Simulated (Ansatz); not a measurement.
The inner images of a band of a periodic cell of 15 atoms, MoW₁₄ (host W, host structure bcc, dopant Mo, one W atom removed) are given out of order.

Computed with DFT PBE, scalar-relativistic, plane waves, PAW in Ansatz 0.2.0. Settings: PAW set soft_1, cutoff 420 eV, k mesh 3x3x3, gaussian smearing 0.1 eV, no spin polarisation.

First end point:

```xyz
15
Lattice="6.3200 0.0000 0.0000 0.0000 6.3200 0.0000 0.0000 0.0000 6.3200" Properties=species:S:1:pos:R:3
Mo 0.011 -0.004 -0.006
W 3.143 -0.004 -0.007
W 0.012 3.185 -0.006
W 0.012 -0.004 3.182
W 1.578 1.589 1.587
W 3.140 3.188 -0.007
W 3.139 -0.005 3.186
W 4.740 1.588 1.586
W 0.013 3.188 3.186
W 1.575 4.753 1.588
W 1.575 1.591 4.750
W 3.143 3.184 3.182
W 4.739 4.750 1.587
W 4.739 1.589 4.748
W 4.738 4.753 4.750
```

Last end point:

Only the atoms that move by more than 0.05 Å are listed.
```
Mo1 1.565 -1.565 -1.565
```

Task: Put them in order from the first end to the last, with their energies above the first end.
A.
```xyz
15
Lattice="6.3200 0.0000 0.0000 0.0000 6.3200 0.0000 0.0000 0.0000 6.3200" Properties=species:S:1:pos:R:3
Mo 0.248 -0.241 -0.244
W 3.186 0.023 0.022
W -0.016 3.141 0.021
W -0.018 0.024 3.138
W 1.581 1.576 1.574
W 3.138 3.189 0.001
W 3.136 0.002 3.188
W 4.756 1.570 1.568
W 0.004 3.190 3.187
W 1.605 4.722 1.614
W 1.605 1.617 4.720
W 3.130 3.196 3.195
W 4.750 4.746 1.574
W 4.751 1.576 4.743
W 4.710 4.722 4.720
```
B.
```xyz
15
Lattice="6.3200 0.0000 0.0000 0.0000 6.3200 0.0000 0.0000 0.0000 6.3200" Properties=species:S:1:pos:R:3
Mo 0.744 -0.741 -0.741
W 3.202 0.023 0.022
W -0.019 3.122 0.022
W -0.019 0.023 3.121
W 1.573 1.557 1.557
W 3.132 3.193 -0.013
W 3.132 -0.012 3.191
W 4.752 1.571 1.570
W 0.016 3.193 3.191
W 1.607 4.718 1.633
W 1.606 1.634 4.716
W 3.161 3.163 3.162
W 4.766 4.750 1.556
W 4.766 1.557 4.749
W 4.689 4.717 4.716
```
C.
```xyz
15
Lattice="6.3200 0.0000 0.0000 0.0000 6.3200 0.0000 0.0000 0.0000 6.3200" Properties=species:S:1:pos:R:3
Mo 0.496 -0.491 -0.493
W 3.191 0.021 0.020
W -0.016 3.134 0.020
W -0.016 0.021 3.133
W 1.582 1.572 1.570
W 3.133 3.193 0.002
W 3.132 0.003 3.192
W 4.766 1.559 1.558
W 0.002 3.193 3.192
W 1.616 4.710 1.637
W 1.615 1.639 4.708
W 3.143 3.182 3.180
W 4.754 4.743 1.570
W 4.754 1.571 4.742
W 4.686 4.710 4.708
```
D.
```xyz
15
Lattice="6.3200 0.0000 0.0000 0.0000 6.3200 0.0000 0.0000 0.0000 6.3200" Properties=species:S:1:pos:R:3
Mo 0.987 -0.984 -0.985
W 3.225 0.030 0.029
W -0.026 3.100 0.028
W -0.027 0.030 3.097
W 1.569 1.544 1.544
W 3.151 3.173 0.003
W 3.150 0.005 3.172
W 4.744 1.578 1.577
W -0.002 3.173 3.171
W 1.602 4.720 1.605
W 1.602 1.605 4.720
W 3.134 3.189 3.188
W 4.776 4.752 1.545
W 4.777 1.544 4.753
W 4.716 4.720 4.720
```
E.
```xyz
15
Lattice="6.3200 0.0000 0.0000 0.0000 6.3200 0.0000 0.0000 0.0000 6.3200" Properties=species:S:1:pos:R:3
Mo 1.282 -1.279 -1.281
W 3.198 0.030 0.029
W -0.028 3.125 0.029
W -0.028 0.029 3.123
W 1.578 1.557 1.556
W 3.150 3.172 0.002
W 3.150 0.002 3.171
W 4.767 1.554 1.554
W -0.001 3.172 3.171
W 1.599 4.722 1.607
W 1.600 1.608 4.721
W 3.141 3.180 3.180
W 4.763 4.742 1.558
W 4.765 1.556 4.743
W 4.713 4.721 4.722
```

Result: A (+0.45 eV), C (+1.24 eV), B (+1.29 eV), D (+1.34 eV), E (+0.63 eV).

The run took 19 min on 4 threads of Arm Neoverse V2, with other jobs on the host, peak memory 3 GiB.
